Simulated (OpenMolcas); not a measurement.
F+: RASPT2 settings compared

| Item | Value |
| --- | --- |
| Program | OpenMolcas |
| Basis | ANO-L-VDZP [3s2p1d] |
| Scalar Hamiltonian | non-relativistic, point nucleus |
| Active space | 6 electrons in 9 orbitals (RAS2 2s 2p; RAS3 3d, at most 2 electrons) |
| State averaging | 2S+1 = 3 even, 3 roots; 2S+1 = 1 even, 6 roots kept (CI in the orbitals of an earlier block); 2S+1 = 3 odd, 3 roots; 2S+1 = 1 odd, 3 roots kept (CI in the orbitals of an earlier block) |
| Spin-orbit coupling | state interaction with AMFI integrals over the reference wave functions, term energies averaged over their components |

Methods on the same reference wave functions:
A. RASSCF
B. SS-RASPT2, IPEA 0.6 Eh, no level shift (closed shells correlated: 1s)
C. SS-RASPT2, IPEA 0.15 Eh, sigma2 regulariser 0.1 Eh (closed shells correlated: none)
D. XMS-RASPT2, IPEA 0.6 Eh, no level shift (closed shells correlated: none)

Energies in cm⁻¹ above 2s² 2p⁴ ³P₂, the measured ground level; measured values from NIST Handbook of Basic Atomic Spectroscopic Data.

```
      Level       A       B       C       D  Measured
2s² 2p⁴ ³P₂     0.0     0.0     0.0     0.0       0.0
2s² 2p⁴ ³P₁     329     329     329     329       341
2s² 2p⁴ ³P₀     488     488     488     488       490
2s² 2p⁴ ¹D₂   22209   22530   22550   22650     20873
2s² 2p⁴ ¹S₀   47685   46760   46810   47220     44918
2s 2p⁵ ³P°₂  167658  165950  165970  166050    164798
2s 2p⁵ ³P°₁  167977  166270  166290  166360    165107
2s 2p⁵ ³P°₀  168137  166430  166450  166520    165279
2s 2p⁵ ¹P°₁  244029  241360  241520  241740
```

Deviations, from unrounded energies. A percentage is the sum of absolute deviations over the sum of measured energies, with the sign that they share, or ± where signs differ.

```json
{"Against measurement": "mean absolute deviation (cm-1)", "Levels": "7", "A": "1800", "B": "1000", "C": "1000", "D": "1100"}
{"Against measurement": "fine structure of the ground term (%)", "Levels": "2", "A": "-1.6", "B": "-1.6", "C": "-1.6", "D": "-1.6"}
{"Against measurement": "other terms of the ground configuration (%)", "Levels": "2", "A": "+6.2", "B": "+5.3", "C": "+5.4", "D": "+6.2"}
{"Against measurement": "other configurations (%)", "Levels": "3", "A": "+1.7", "B": "+0.7", "C": "+0.7", "D": "+0.8"}
```

B, C lie about equally close to measurement and A furthest from it. The largest miss of B in the table is 2s² 2p⁴ ¹S₀, by +1800 cm-1. The ranking rests on the paired levels alone, and a cruder setting can come out closer through cancelling errors.

Among B to D the level of the table that moves most is 2s² 2p⁴ ¹S₀, by 470 cm-1 (lowest in B, highest in D). Moves below CASPT2's spread within the term are not significant.

The mean deviations of B to D differ by less than CASPT2's widest spread within a term (250 cm-1), so their order carries little weight.

From A to B the spin-free energies of the other terms of 2s² 2p⁴ shown, above ³P, scale by factors of 0.98 to 1.01.

The lowest spin-free term lies below A's lowest term by 0.037 hartree in B, 0.037 hartree in C, 0.038 hartree in D.

CASPT2 breaks the degeneracy within a term, and the mean is taken; among the terms shown or strongly mixed into the levels shown the widest spread is 250 cm-1 (2s² 2p⁴ ¹D, D). Terms from blocks run as CI alone lack orbitals of their own. Active for correlation alone: 3d; no level in the range computed is led by a configuration that fills it, so any true level of that kind is missing. Without dynamic correlation excited terms often stand tens of per cent too high (terms of higher spin than the ground term too low), and those without a measured partner can miss by more than the paired ones (holds for A). Measured partners are found by configuration, term and J. A level has none where our copy of the source lacks it or the pairing is in doubt (some pairs that miss far off the trend of their configuration count as doubtful), and it then counts in no deviation. Levels of configurations outside the active space are missing.

° marks odd parity.
